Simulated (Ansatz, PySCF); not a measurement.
C3F5 (SMILES F[C]=C(F)C(F)(F)F), doublet (typed; the unrestricted solution is spin-contaminated), at a GFN2-xTB geometry. Base run: CCSD(T)/STO-3G (PySCF).

Input for PySCF:
```python
from pyscf import gto, scf, cc

mol = gto.Mole()
mol.atom = '''
    F     2.600945    1.142835    0.080899
    C     1.430970    0.697933   -0.242208
    C     0.446921    0.109110    0.375585
    F     0.449929   -0.209130    1.700175
    C    -0.835433   -0.295796   -0.321449
    F    -1.902455    0.303420    0.210580
    F    -0.796715    0.033562   -1.614835
    F    -1.046676   -1.611519   -0.251437
'''
mol.basis = 'sto-3g'
mol.charge = 0
mol.spin = 1
mol.verbose = 4
mol.build()

mf = scf.UHF(mol)
mf.kernel()

mycc = cc.CCSD(mf)
mycc.kernel()
et = mycc.ccsd_t()
print('E(CCSD(T)) = %.10f' % (mycc.e_tot + et))
```

The same geometry, method and basis name were run in Ansatz (a first-principles code) and PySCF, at each program's defaults and at the settings that a row names. The base is PySCF at its defaults. Differences at the defaults can come from grids, fitting, cores and function types together.

```json
[
 {"code and settings": "PySCF, defaults (exact integrals, spherical functions, all electrons correlated)", "ΔE vs base (µEh)": "0.0", "basis functions": "40", "E (Eh)": "-602.58586", "SCF cycles": "16", "SCF-reference dipole (D)": "1.01"},
 {"code and settings": "Ansatz, defaults (factorised integrals, spherical functions, frozen core)", "ΔE vs base (µEh)": "1226", "basis functions": "40", "E (Eh)": "-602.58464", "SCF cycles": "-", "SCF-reference dipole (D)": "-"},
 {"code and settings": "PySCF, frozen core", "ΔE vs base (µEh)": "1204", "basis functions": "40", "E (Eh)": "-602.58466", "SCF cycles": "16", "SCF-reference dipole (D)": "1.01"},
 {"code and settings": "Ansatz, high accuracy, frozen core", "ΔE vs base (µEh)": "1203", "basis functions": "40", "E (Eh)": "-602.58466", "SCF cycles": "-", "SCF-reference dipole (D)": "-"}
]
```

Open shells are given as the SCF converged; they aren't shown to be the lowest states, and a large step between rows can be another state.
